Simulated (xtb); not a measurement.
SZn, singlet, at a GFN2-xTB geometry (such geometries of metal compounds can be far from the true shape).

xtb was given this input:
```
$ xtb mol.xyz --gfn 1 --chrg 0 --uhf 0 --json

# file mol.xyz
2

Zn    -0.00000000    -0.00000000    -0.71518296
S      0.00000000     0.00000000     1.34096805
```

Problem. Estimate the dipole moment that GFN1-xTB (xtb) returns for this input.

Solution. 4.22 D

Problem. What is the computed total energy (GFN1-xTB)?

Solution. -4.491787 Ha
